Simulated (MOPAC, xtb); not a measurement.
Torsion H5–C1–O2–Si3 in CH5NOSi (SMILES CO[Si]N); at each angle all else is relaxed with GFN2-xTB, and the levels are single points there.
Geometry at 120° (charge 0, multiplicity 1):
```xyz
9

C     -1.6669    -0.0606     0.2927
O     -0.3358     0.0222    -0.0629
Si     0.9955    -0.2310     0.8852
N      2.1288     0.0841    -0.3505
H     -2.1505     0.9076     0.1285
H     -1.7939    -0.3402     1.3439
H     -2.1657    -0.8097    -0.3303
H      3.1225     0.0430    -0.2151
H      1.8649     0.3314    -1.2946
```

On the grid 0° to 120°, 60° is the highest and 120° the lowest point at MP2/CBS(cc-pV(T+d)Z, cc-pV(Q+d)Z) + ΔCCSD(T)/cc-pV(T+d)Z.

The state that AM1 reach isn't checked.

Programs: MOPAC for AM1 (differences of heats of formation); xtb for the GFN methods. 

Q: One of these levels gives 0.75 kcal/mol for the energy at 60° less that at 120°. Which one is it?
A) GFN1-xTB
B) GFN2-xTB
C) AM1

A: A, GFN1-xTB. The others give 0.30 (AM1), -0.04 (GFN2-xTB)
